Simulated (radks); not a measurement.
Neutral ytterbium: order these configurations by energy. All-electron calculation, scalar-relativistic Kohn-Sham, PBEsol, spin-polarised, spherical densities, finite nucleus; Fermi nuclear charge, rms radius of each element as measured or else 0.836 A^(1/3) + 0.57 fm. Program: a radial shooting solver on a logarithmic mesh with Libxc functionals. Open shells are filled with parallel spins first. [Xe] 4f13 5d1 6s2; [Xe] 4f13 6s2 6p1; [Xe] 4f14 5d1 6s1; [Xe] 4f14 6s1 6p1; [Xe] 4f14 6s2.

Answer. From the lowest, in eV above it: [Xe] 4f14 6s2 0.000; [Xe] 4f14 6s1 6p1 2.393; [Xe] 4f14 5d1 6s1 2.717; [Xe] 4f13 5d1 6s2 4.698; [Xe] 4f13 6s2 6p1 5.827.
